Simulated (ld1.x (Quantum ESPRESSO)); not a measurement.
**Pseudopotential generation for O (Z = 8): TM, PBE, non-relativistic.**

Input for ld1.x (Quantum ESPRESSO) 7.5:

```
&input
   title='O', zed=8., rel=0, dft='PBE', iswitch=3,
   config='[He] 2s2 2p3.5 3d-2',
   nld=3, rlderiv=1.55, eminld=-4.0, emaxld=5.0, deld=0.02
 /
 &inputp
   pseudotype=2, tm=.true., lloc=-1, rcloc=0.70,
   nlcc=.true., rcore=0.70,
   file_pseudopw='O.UPF', file_wfcaegen='ae.wfc', file_wfcncgen='nc.wfc', file_beta='beta', file_chi='chi'
 /
3
2S  1  0   2.00   0.00  0.75  0.75  0.0
2P  2  1   3.50   0.00  1.35  1.35  0.0
3D  3  2  -2.00   0.15  1.40  1.40  0.0
 &test
   configts(1)='2s2 2p3.5'
 /
```

Command:

```bash
ld1.x < O.in > O.out
```

Output (shortened: banner, matrices, multipoles, cross overlaps and the repeated all-electron block are left out):

```
Program LD1 v.7.5
     --------------------------- All-electron run ----------------------------

     O

     atomic number is  8.00
     dft =PBE   lsd =0 sic =0 latt =0  beta=0.20 tr2=1.0E-14
     Exchange-correlation= PBE
                           (   1   4   3   4   0   0   0)
     mesh =1095 r(mesh) =  99.04343 a.u. xmin = -7.00 dx = 0.01250
     1 Ry =  13.60569312 eV

     n l     nl                  e(Ry)          e(Ha)          e(eV)
     1 0     1S 1( 2.00)       -38.4390       -19.2195      -522.9897
     2 0     2S 1( 2.00)        -2.3037        -1.1518       -31.3432
     2 1     2P 1( 3.50)        -1.1969        -0.5985       -16.2852

     final scf error:  5.0E-15 reached in  24 iterations

     Etot =    -149.428747 Ry,     -74.714373 Ha,   -2033.081672 eV

     Ekin =     149.032800 Ry,      74.516400 Ha,    2027.694538 eV
     Encl =    -350.662836 Ry,    -175.331418 Ha,   -4771.010932 eV
     Eh   =      68.324730 Ry,      34.162365 Ha,     929.605314 eV
     Exc  =     -16.123441 Ry,      -8.061721 Ha,    -219.370592 eV

     normalization and overlap integrals

     s(1S/1S) =  1.000000  <r> =   0.1997  <r2> =    0.0539  r(max) =   0.1298
     s(2S/2S) =  1.000000  <r> =   1.1138  <r2> =    1.4995  r(max) =   0.8677
     s(2P/2P) =  1.000000  <r> =   1.1791  <r2> =    1.8077  r(max) =   0.8050

     ------------------------ End of All-electron run ------------------------

     --------------------- Generating NC pseudopotential ---------------------

      Generating local potential from pseudized AE potential:
      Matching radius rcloc =   0.7000

      Local pseudo, rcloc= 0.702 Estimated cut-off energy=    48.02 Ry

      Computing core charge for nlcc:

       r > 0.70 : true rho core
       r < 0.70 : rho core = a sin(br)/r    a=   0.24  b=   4.01

      Integrated core pseudo-charge :   0.05

      Wfc   2S  rcut= 0.756  Using Troullier-Martins method

      Wfc   2P  rcut= 1.344  Using Troullier-Martins method

      Wfc   3D  rcut= 1.413  Using Troullier-Martins method

     ------------------- End of pseudopotential generation -------------------

     Computing logarithmic derivative in   1.55166
     Computing logarithmic derivative in   1.55166
     Computing the partial wave expansion
     R is outside the sphere for l=    0 j= 0.00
     R is outside the sphere for l=    1 j= 0.00
     R is outside the sphere for l=    2 j= 0.00

     ---------------------- Testing the pseudopotential ----------------------

     O

     atomic number is  8.00   valence charge is  6.00
     dft =PBE   lsd =0 sic =0 latt =0  beta=0.20 tr2=1.0E-14
     mesh =1095 r(mesh) =  99.04343 xmin = -7.00 dx = 0.01250

     n l     nl             e AE (Ry)        e PS (Ry)    De AE-PS (Ry)
     1 0     2S   1( 2.00)       -2.30368       -2.30368        0.00000
     2 1     2P   1( 3.50)       -1.19694       -1.19694       -0.00000

     eps = 1.9E-18  iter =  6

     Etot =    -149.428747 Ry,     -74.714373 Ha,   -2033.081672 eV
     Etotps =   -31.031754 Ry,     -15.515877 Ha,    -422.208527 eV

     Ekin =      20.738023 Ry,      10.369012 Ha,     282.155180 eV
     Encl =     -70.686771 Ry,     -35.343386 Ha,    -961.742518 eV
     Ehrt =      23.947974 Ry,      11.973987 Ha,     325.828787 eV
     Ecxc =      -6.166613 Ry,      -3.083306 Ha,     -83.901043 eV
     (Ecc =      -0.032613 Ry,      -0.016307 Ha,      -0.443727 eV)
     Epseu=       1.135632 Ry,       0.567816 Ha,      15.451067 eV

     ---------------------- End of pseudopotential test ----------------------
```

Generation and configuration tests took about 2.4 s on one core of a shared server CPU.
